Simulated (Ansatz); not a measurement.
Calculated with Ansatz (gas phase, PBE0-D4/def2-TZVP geometries, no zero-point term in ΔE). CCSD(T)/CBS adds triple-zeta CCSD(T) − MP2 to the extrapolated MP2 energy (def2 sets, frozen cores). DFT in def2-TZVPP. B3LYP here is the variant with VWN-RPA as its local correlation; programs differ in this. HSE06 is defined as in plane-wave codes. For Br, Zn outer-core shells are correlated without core-valence functions, which leaves a few kJ/mol of doubt a bond. Scalar relativity is left out up to krypton. One conformer a species, not always the lowest.

`[CH3][Zn][Br]` + `CCCCC(C)C` → `[ZnH][Br]` + `CCC(C)CC(C)C`  (formal exchange of groups at a Zn–C bond)

`[CH3][Zn][Br]`:

```xyz
6

C     0.070   -0.766   -0.308
Zn   -0.094    1.017    0.409
Br   -0.285    3.095    1.245
H     0.303   -1.474    0.489
H     0.869   -0.802   -1.052
H    -0.864   -1.070   -0.784
```

`CCCCC(C)C`:

Cartesian coordinates in Å:
```
C 1.974 1.829 -2.183
C 1.401 1.600 -0.796
C 0.583 0.323 -0.694
C 0.006 0.095 0.694
C -0.740 -1.224 0.879
C -1.968 -1.322 -0.015
C -1.128 -1.413 2.338
H 2.631 1.006 -2.479
H 1.179 1.899 -2.931
H 2.557 2.752 -2.232
H 0.773 2.452 -0.511
H 2.214 1.567 -0.061
H 1.213 -0.533 -0.970
H -0.222 0.358 -1.436
H 0.823 0.139 1.425
H -0.670 0.923 0.948
H -0.053 -2.035 0.602
H -2.496 -2.265 0.148
H -2.668 -0.509 0.202
H -1.712 -1.268 -1.075
H -1.813 -0.623 2.661
H -1.630 -2.371 2.496
H -0.252 -1.380 2.991
```

`[ZnH][Br]`:

Z-matrix (Å, degrees):
```
Zn
Br 1 2.242
H 1 1.524 2 180.0
```

`CCC(C)CC(C)C`:

```xyz
26

C    -2.351   -1.877   -0.433
C    -1.564   -0.583   -0.304
C    -0.348   -0.670    0.615
C    -0.735   -1.058    2.036
C     0.439    0.639    0.644
C     0.977    1.163   -0.685
C     1.725    2.469   -0.461
C     1.869    0.148   -1.385
H    -3.152   -1.776   -1.170
H    -2.813   -2.173    0.510
H    -1.706   -2.698   -0.758
H    -1.235   -0.274   -1.301
H    -2.222    0.217    0.059
H     0.309   -1.459    0.225
H     0.144   -1.089    2.685
H    -1.212   -2.038    2.081
H    -1.432   -0.327    2.460
H    -0.197    1.414    1.093
H     1.289    0.516    1.329
H     0.127    1.380   -1.344
H     2.081    2.891   -1.404
H     2.597    2.310    0.182
H     1.089    3.214    0.023
H     1.328   -0.764   -1.648
H     2.284    0.563   -2.307
H     2.708   -0.137   -0.742
```

Q: Is it downhill or uphill in electronic energy at CCSD(T)/CBS, and by how much? (An estimate is asked.)

A: Ansatz gave: Uphill: ΔE = +7.7 kcal/mol.

Q: What do these levels give: LDA (SPW92), revPBE-D4, B97M-V, PBE0-D4, BHLYP-D4, ωB97X-V, B3LYP, HSE06, LC-ωPBE, HF/def2-SVP, MP2/CBS(def2), CCSD/CBS(def2)? (Best estimate.)

A: Computed: LDA (SPW92) 5.8, revPBE-D4 6.4, B97M-V 5.3, PBE0-D4 7.2, BHLYP-D4 6.8, ωB97X-V 6.5, B3LYP 10.3, HSE06 9.0, LC-ωPBE 8.4, HF/def2-SVP 7.4, MP2/CBS(def2) 8.5, CCSD/CBS(def2) 7.9 kcal/mol.

Largest T1 diagnostic among the species: 0.012.

From PBE to PBE0 (25 % exact exchange), in def2-TZVPP and without D4, ΔE moves by −0.9 kcal/mol. Leaving LDA and LC-ωPBE aside and taking each functional with its dispersion term where it has one, the values, not all of them listed here, spread over 3.9 kcal/mol, from B97M-V to B2PLYP. LDA lies −4.0 kcal/mol from PBE without D4.
